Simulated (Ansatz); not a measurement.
The inner images of a band of AlF2GeH5O (10 atoms, charge 0, multiplicity 1) are given out of order.

Computed with Ansatz 0.2.0, RKS BHLYP/def2-SVP.

First end point:

```xyz
10
Properties=species:S:1:pos:R:3
Ge -0.149 0.202 0.266
F 0.456 0.684 1.833
H 0.770 -0.920 -0.150
H -0.331 1.505 -0.472
F -1.490 -0.620 -1.340
O -1.730 -0.418 1.005
Al -2.856 -1.112 -0.362
H -2.965 -2.671 -0.191
H -4.105 -0.170 -0.525
H -1.800 -0.325 1.956
```

Last end point:

```xyz
10
Properties=species:S:1:pos:R:3
Ge -0.423 0.035 -0.052
F -0.025 0.517 2.217
H 0.786 -0.873 -0.112
H -0.287 1.495 -0.427
F -1.491 -0.635 -1.468
O -1.782 -0.453 0.927
Al -2.931 -1.136 -0.292
H -3.007 -2.707 -0.314
H -4.149 -0.206 -0.644
H -0.891 0.121 2.183
```

Q: Put them in order from the first end to the last, with their energies above the first end.
A.
```xyz
10
Properties=species:S:1:pos:R:3
Ge -0.194 0.149 0.209
F 0.187 0.581 1.898
H 0.802 -0.943 -0.088
H -0.248 1.494 -0.470
F -1.469 -0.636 -1.308
O -1.758 -0.405 1.009
Al -2.883 -1.104 -0.327
H -2.995 -2.666 -0.216
H -4.102 -0.152 -0.603
H -1.539 -0.163 1.916
```
B.
```xyz
10
Properties=species:S:1:pos:R:3
Ge -0.229 0.109 0.175
F 0.049 0.602 1.928
H 0.803 -0.973 0.006
H -0.204 1.449 -0.510
F -1.435 -0.706 -1.306
O -1.787 -0.364 1.016
Al -2.887 -1.108 -0.306
H -3.013 -2.668 -0.162
H -4.080 -0.162 -0.691
H -1.417 -0.024 1.868
```
C.
```xyz
10
Properties=species:S:1:pos:R:3
Ge -0.168 0.180 0.237
F 0.314 0.622 1.871
H 0.796 -0.921 -0.133
H -0.284 1.508 -0.469
F -1.481 -0.617 -1.317
O -1.741 -0.416 1.004
Al -2.871 -1.109 -0.346
H -2.977 -2.672 -0.217
H -4.110 -0.165 -0.557
H -1.678 -0.254 1.946
```
D.
```xyz
10
Properties=species:S:1:pos:R:3
Ge -0.346 0.071 0.045
F -0.093 0.517 2.052
H 0.808 -0.898 -0.057
H -0.255 1.494 -0.451
F -1.461 -0.656 -1.375
O -1.780 -0.414 0.987
Al -2.899 -1.126 -0.270
H -2.977 -2.694 -0.221
H -4.113 -0.195 -0.627
H -1.083 0.057 1.938
```
E.
```xyz
10
Properties=species:S:1:pos:R:3
Ge -0.282 0.076 0.107
F -0.026 0.567 1.978
H 0.801 -0.962 -0.013
H -0.209 1.451 -0.502
F -1.449 -0.702 -1.334
O -1.780 -0.368 1.021
Al -2.900 -1.106 -0.275
H -3.019 -2.669 -0.164
H -4.093 -0.162 -0.668
H -1.243 0.032 1.869
```

A: C (+4.9 kJ/mol), A (+21.2 kJ/mol), B (+51.3 kJ/mol), E (+95.9 kJ/mol), D (+121.0 kJ/mol).

Run time: 4.7 min on 4 threads of Arm Neoverse V2 (shared host), peak memory 0.3 GiB.
